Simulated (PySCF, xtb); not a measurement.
Te(SMe)(SiH3) (CH6SSiTe), SMILES CS[Te][SiH3].

Geometry: B3LYP-D3(BJ)/def2-SVP. This is a generated structure with no PubChem entry under its InChIKey; it may be hypothetical. The def2 effective core potentials stand for the cores of Te; spin–orbit coupling is left out. Other conformers were not sampled.

These are IEF-PCM-PBE0/def2-SVP (PySCF) values and carry that method's errors.

The values are the electrostatic part of the solvation free energy, E(continuum) − E(gas) at the gas-phase geometry, in a cavity of scaled van der Waals radii (PySCF's table); cavitation and dispersion terms are not included. In vacuum the orbital gap is 4.64 eV. The dipole moment in vacuum is 1.57 D.

Computed values in water (ε = 78.36), acetone (ε = 20.49), ethanol (ε = 24.85):
| solvent | ε | ΔG(elec) (kcal/mol) | dipole (D) | gap (eV) |
|---|---|---|---|---|
| water | 78.36 | -2.6 | 2.20 | 4.72 |
| acetone | 20.49 | -2.4 | 2.16 | 4.72 |
| ethanol | 24.85 | -2.5 | 2.17 | 4.72 |

For comparison, GFN2-xTB/ALPB(water) (xtb, at the GFN2-xTB geometry, all terms of that model) gives -1.2 kcal/mol.
